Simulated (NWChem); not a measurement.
System: CH3FO2Si; SMILES O=C[Si@@H](O)F

Excerpt of the output:

```
             Northwest Computational Chemistry Package (NWChem) 7.3.0
             --------------------------------------------------------

 C1  symmetry detected

                             Geometry "geometry" -> ""
                             -------------------------

 Output coordinates in angstroms (scale by  1.889725989 to convert to a.u.)

  No.       Tag          Charge          X              Y              Z
 ---- ---------------- ---------- -------------- -------------- --------------
    1 O                    8.0000     0.13455225    -2.02550831     0.35912437
    2 C                    6.0000     0.78780830    -1.18352999    -0.24501197
    3 Si                  14.0000    -0.05428690     0.55912144    -0.41742665
    4 O                    8.0000    -1.56022681     0.25212948     0.20117255
    5 F                    9.0000     0.80895600     1.59638662     0.51131968
    6 H                    1.0000     1.82131720    -1.44193824    -0.63091710
    7 H                    1.0000    -0.13016065     1.16363959    -1.77861384
    8 H                    1.0000    -1.53319723    -0.62867049     0.63932336

 Effective nuclear repulsion energy (a.u.)     230.7113467160

                                 NWChem DFT Module
                                 -----------------

 Summary of "ao basis" -> "ao basis" (spherical)
 ------------------------------------------------------------------------------
       Tag                 Description            Shells   Functions and Types
 ---------------- ------------------------------  ------  ---------------------
 O                           6-31g*                  6       14   3s2p1d
 C                           6-31g*                  6       14   3s2p1d
 Si                          6-31g*                  8       18   4s3p1d
 F                           6-31g*                  6       14   3s2p1d
 H                           6-31g*                  2        2   2s

            General Information
            -------------------
          SCF calculation type: DFT
          Wavefunction type:  closed shell.
          No. of atoms     :     8
          No. of electrons :    48
           Alpha electrons :    24
            Beta electrons :    24
          Charge           :     0
          Spin multiplicity:     1
          Use of symmetry is: off; symmetry adaption is: off
          Maximum number of iterations: 150
          AO basis - number of functions:    80
                     number of shells:    38
          Convergence on energy requested:  1.00D-06
          Convergence on density requested:  1.00D-05
          Convergence on gradient requested:  5.00D-04

              XC Information
              --------------
                         PBE0 Method XC Functional
                     Hartree-Fock (Exact) Exchange  0.250
          PerdewBurkeErnzerhof Exchange Functional  0.750
            Perdew 1991 LDA Correlation Functional  1.000 local
           PerdewBurkeErnz. Correlation Functional  1.000 non-local

             Grid Information
             ----------------
          Grid used for XC integration:  medium
          Radial quadrature: Mura-Knowles
          Angular quadrature: Lebedev.
          Tag              B.-S. Rad. Rad. Pts. Rad. Cut. Ang. Pts.
          ---              ---------- --------- --------- ---------
          O                   0.60       49          10.0       434
          C                   0.70       49           8.0       434
          Si                  1.10       88           8.0       590
          F                   0.50       49           9.0       434
          H                   0.35       45          10.0       434
          Grid pruning is: on
          Number of quadrature shells:   419
          Spatial weights used:  Erf1

      Superposition of Atomic Density Guess
      -------------------------------------

 Sum of atomic energies:        -576.85329577

      Non-variational initial energy
      ------------------------------

 Total energy =    -578.193735
 1-e energy   =   -1257.072269
 2-e energy   =     448.167188
 HOMO         =      -0.273544
 LUMO         =      -0.060892

     ---------------------------------------------
      Total Density - Mulliken Population Analysis
     ---------------------------------------------

    Atom       Charge   Shell Charges
 -----------   ------   -------------------------------------------------------
    1 O    8     8.77   2.00  0.96  3.05  0.92  1.82  0.02
    2 C    6     5.56   2.00  0.71  1.49  0.63  0.66  0.06
    3 Si  14    12.65   2.00  2.00  5.97  0.85  1.18  0.21  0.22  0.21
    4 O    8     9.04   2.00  0.93  3.13  0.91  2.05  0.01
    5 F    9     9.62   2.00  0.95  3.47  1.00  2.19  0.01
    6 H    1     0.85   0.47  0.38
    7 H    1     1.07   0.46  0.61
    8 H    1     0.45   0.34  0.11

   convergence    iter        energy       DeltaE   RMS-Dens  Diis-err
 ---------------- ----- ----------------- --------- --------- ---------
 d= 0,ls=0.0,diis     1   -579.1501935979 -8.10D+02  2.29D-02  1.43D+00
 d= 0,ls=0.0,diis     2   -578.7776105063  3.73D-01  1.44D-02  5.45D+00
 d= 0,ls=0.0,diis     3   -579.3112355414 -5.34D-01  2.78D-03  7.72D-02
 d= 0,ls=0.0,diis     4   -579.3149569921 -3.72D-03  1.27D-03  4.13D-02
 d= 0,ls=0.0,diis     5   -579.3187258262 -3.77D-03  1.73D-04  3.72D-04
  Resetting Diis
 d= 0,ls=0.0,diis     6   -579.3187591189 -3.33D-05  5.27D-05  4.98D-05
 d= 0,ls=0.0,diis     7   -579.3187637902 -4.67D-06  3.90D-05  5.73D-06
 d= 0,ls=0.0,diis     8   -579.3187629121  8.78D-07  2.34D-05  1.55D-05
 d= 0,ls=0.0,diis     9   -579.3187643253 -1.41D-06  3.21D-06  2.23D-07
 d= 0,ls=0.0,diis    10   -579.3187643455 -2.02D-08  1.26D-06  1.12D-08

         Total DFT energy =     -579.318764345454
      One electron energy =    -1259.820358273567
           Coulomb energy =      504.518575302782
    Exchange-Corr. energy =      -54.728328090659
 Nuclear repulsion energy =      230.711346715990

 Numeric. integr. density =       48.000003130606

                       DFT Final Molecular Orbital Analysis
                       ------------------------------------

 Vector   22  Occ=2.000000D+00  E=-3.877488D-01
              MO Center= -1.2D+00,  1.6D-01,  1.5D-01, r^2= 2.1D+00
   Bfn.  Coefficient  Atom+Function         Bfn.  Coefficient  Atom+Function
  ----- ------------  ---------------      ----- ------------  ---------------
    49      0.494918  4 O  px                53      0.334954  4 O  px
    50     -0.209609  4 O  py                54     -0.155850  4 O  py
    52     -0.154393  4 O  s                 35     -0.149044  3 Si px
     3      0.142862  1 O  px                18     -0.133793  2 C  py
    63      0.121037  5 F  px                65     -0.117640  5 F  pz

 Vector   23  Occ=2.000000D+00  E=-3.522068D-01
              MO Center= -1.3D+00,  3.4D-01,  8.5D-02, r^2= 1.5D+00
   Bfn.  Coefficient  Atom+Function         Bfn.  Coefficient  Atom+Function
  ----- ------------  ---------------      ----- ------------  ---------------
    51      0.519388  4 O  pz                55      0.391569  4 O  pz
    50      0.245935  4 O  py                54      0.194009  4 O  py
    78      0.160757  7 H  s                 63      0.134998  5 F  px
    49      0.125459  4 O  px                53      0.098624  4 O  px
    67      0.092843  5 F  px                77      0.089790  7 H  s

 Vector   24  Occ=2.000000D+00  E=-2.795075D-01
              MO Center=  4.2D-01, -1.3D+00, -3.2D-02, r^2= 2.4D+00
   Bfn.  Coefficient  Atom+Function         Bfn.  Coefficient  Atom+Function
  ----- ------------  ---------------      ----- ------------  ---------------
     4     -0.366366  1 O  py                 3      0.353686  1 O  px
     8     -0.279529  1 O  py                 7      0.273508  1 O  px
    76     -0.266670  6 H  s                 36     -0.239278  3 Si py
    18      0.191599  2 C  py                75     -0.186111  6 H  s
    20      0.164963  2 C  s                 34      0.152177  3 Si s

 Vector   25  Occ=0.000000D+00  E=-7.485898D-02
              MO Center=  4.9D-01, -1.2D+00, -1.2D-01, r^2= 2.1D+00
   Bfn.  Coefficient  Atom+Function         Bfn.  Coefficient  Atom+Function
  ----- ------------  ---------------      ----- ------------  ---------------
    23      0.432311  2 C  pz                19      0.373606  2 C  pz
     9     -0.364337  1 O  pz                 5     -0.360133  1 O  pz
    17      0.173813  2 C  px                 7     -0.171980  1 O  px
    22      0.169803  2 C  py                 3     -0.163821  1 O  px
    40      0.164462  3 Si py                21      0.162966  2 C  px

 Vector   26  Occ=0.000000D+00  E= 3.689612D-02
              MO Center= -1.3D-01,  4.2D-01, -3.6D-01, r^2= 4.3D+00
   Bfn.  Coefficient  Atom+Function         Bfn.  Coefficient  Atom+Function
  ----- ------------  ---------------      ----- ------------  ---------------
    39      0.841689  3 Si px                52      0.702277  4 O  s
    20     -0.629632  2 C  s                  6      0.360271  1 O  s
    35      0.309741  3 Si px                41     -0.302877  3 Si pz
    80     -0.280946  8 H  s                  8      0.175875  1 O  py
    67     -0.153320  5 F  px                63     -0.147026  5 F  px

 Vector   27  Occ=0.000000D+00  E= 6.536333D-02
              MO Center= -3.7D-03,  8.2D-01, -4.3D-01, r^2= 4.1D+00
   Bfn.  Coefficient  Atom+Function         Bfn.  Coefficient  Atom+Function
  ----- ------------  ---------------      ----- ------------  ---------------
    40      0.918592  3 Si py                66     -0.496633  5 F  s
    80      0.438056  8 H  s                 78     -0.394407  7 H  s
    39      0.361663  3 Si px                36      0.311611  3 Si py
    23     -0.269312  2 C  pz                34      0.234014  3 Si s
    38      0.233161  3 Si s                 41      0.220152  3 Si pz

     ---------------------------------------------
      Total Density - Mulliken Population Analysis
     ---------------------------------------------

    Atom       Charge   Shell Charges
 -----------   ------   -------------------------------------------------------
    1 O    8     8.36   2.00  0.93  2.82  0.96  1.62  0.03
    2 C    6     6.01   2.00  0.71  1.90  0.61  0.72  0.07
    3 Si  14    13.04   2.00  2.00  5.96  0.90  1.57  0.09  0.19  0.33
    4 O    8     8.73   2.00  0.90  2.91  0.96  1.94  0.02
    5 F    9     9.40   2.00  0.93  3.29  1.03  2.13  0.01
    6 H    1     0.84   0.52  0.32
    7 H    1     1.09   0.50  0.59
    8 H    1     0.54   0.44  0.10

     -------------------------------------------
      Total Density - Lowdin Population Analysis
     -------------------------------------------

    Atom       Charge   Shell Charges
 -----------   ------   -------------------------------------------------------
    1 O    8     8.18   1.99  0.87  2.69  0.72  1.86  0.06
    2 C    6     6.09   1.99  0.58  1.72  0.49  1.16  0.16
    3 Si  14    13.35   2.00  1.97  5.88  0.62  1.46  0.33  0.61  0.49
    4 O    8     8.52   1.99  0.87  2.77  0.73  2.13  0.03
    5 F    9     9.28   1.99  0.93  3.17  0.86  2.30  0.02
    6 H    1     0.88   0.49  0.39
    7 H    1     1.04   0.49  0.55
    8 H    1     0.65   0.42  0.23

     Multipole analysis of the density
     ---------------------------------

     L   x y z        total         alpha         beta         nuclear
     -   - - -        -----         -----         ----         -------
     0   0 0 0     -0.000000    -24.000000    -24.000000     48.000000

     1   1 0 0      0.478421      0.239210      0.239210      0.000000
     1   0 1 0     -0.260632     -0.130316     -0.130316     -0.000000
     1   0 0 1     -0.589952     -0.294976     -0.294976      0.000000

     2   2 0 0    -26.107597    -75.474086    -75.474086    124.840575
     2   1 1 0     -0.243776      2.623884      2.623884     -5.491545
     2   1 0 1     -1.411912      1.330267      1.330267     -4.072447
     2   0 2 0    -29.358131   -144.800867   -144.800867    260.243604
     2   0 1 1     -0.220458      1.954900      1.954900     -4.130258
     2   0 0 2    -24.714942    -31.067043    -31.067043     37.419145
```

Level: PBE0/6-31G* (spherical d). All runs use the structure optimised with PBE-D3(BJ)/def2-SVP.

Question: Reconstruct the input file.

Answer: This is not unique; one that fits is the input that was run:
```
start job
memory heap 200 mb stack 900 mb global 1100 mb
geometry units angstroms noautoz
  O     -0.143437    -1.957491     0.491420
  C      0.631789    -1.228850    -0.115835
  Si     0.003005     0.583369    -0.425961
  O     -1.558287     0.480556     0.118613
  F      0.928651     1.570497     0.497313
  H      1.648047    -1.621522    -0.427069
  H      0.067419     1.113505    -1.818382
  H     -1.654288    -0.371255     0.602056
end
basis spherical
  O library 6-31g*
  C library 6-31g*
  Si library 6-31g*
  F library 6-31g*
  H library 6-31g*
end
dft
  xc pbe0
  iterations 150
  mulliken
end
task dft energy
```
